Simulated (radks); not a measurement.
The hafnium ion Hf2+, 70 electrons, occupied as [Xe] 4f14 5d2. Method: scalar-relativistic Kohn-Sham, r2SCAN, spin-polarised, spherical densities, finite nucleus; open shells are filled with parallel spins first (spin-orbit coupling, left out, can overturn this in heavy ions); meta-GGA in the generalised Kohn-Sham scheme; Fermi nuclear charge, rms radius 5.347 fm; computed with a radial shooting solver on a logarithmic mesh with Libxc functionals.

Local quantities along the radius. ELF = 1/(1 + alpha^2) is the electron localisation function; alpha = (tau - tau_W)/tau_unif compares the Pauli kinetic energy density with that of the uniform gas (summed over spins). tau is taken from the large components.

r (bohr)	ELF	alpha
0.001677	0.999	0.02657
0.001937	0.999	0.02806
0.002255	0.999	0.03008
0.002604	0.999	0.03253
0.003007	0.999	0.03566
0.003501	0.998	0.03996
0.004043	0.998	0.04530
0.004669	0.997	0.05237
0.005436	0.996	0.06249
0.006278	0.994	0.07576
0.00725	0.991	0.09439
0.00844	0.985	0.1230
0.009748	0.974	0.1633
0.01126	0.952	0.2242
0.01311	0.905	0.3237
0.01514	0.819	0.4693
0.01748	0.682	0.6831
0.02035	0.509	0.9817
0.0235	0.383	1.270
0.02714	0.331	1.423
0.0316	0.361	1.330
0.03649	0.463	1.078
0.04214	0.595	0.8244
0.04906	0.703	0.6497
0.05666	0.743	0.5880
0.06543	0.714	0.6323
0.07617	0.598	0.8201
0.08797	0.439	1.130
0.1016	0.345	1.377
0.1183	0.388	1.256
0.1366	0.539	0.9257
0.1578	0.680	0.6865
0.1837	0.728	0.6106
0.2121	0.651	0.7323
0.2449	0.432	1.146
0.2852	0.259	1.690
0.3293	0.325	1.442
0.3803	0.547	0.9104
0.4428	0.695	0.6624
0.5113	0.707	0.6436
0.5905	0.626	0.7726
0.6875	0.472	1.059
0.794	0.355	1.348
0.9169	0.352	1.358
1.067	0.457	1.091
1.233	0.563	0.8811
1.424	0.595	0.8248
1.657	0.532	0.9370
1.914	0.398	1.229
2.211	0.249	1.738
2.574	0.140	2.482
2.972	0.082	3.344
3.432	0.047	4.526
3.996	0.021	6.766
4.615	0.008	11.28
5.33	0.002	21.98
6.205	0.000	53.81
7.165	0.000	153.9

On this mesh the ELF has minima near r = 0.027, 0.10, 0.29, 0.92 bohr, which separate the shells, and maxima near 0.057 (0.74), 0.18 (0.73), 0.51 (0.71), 1.4 (0.60).
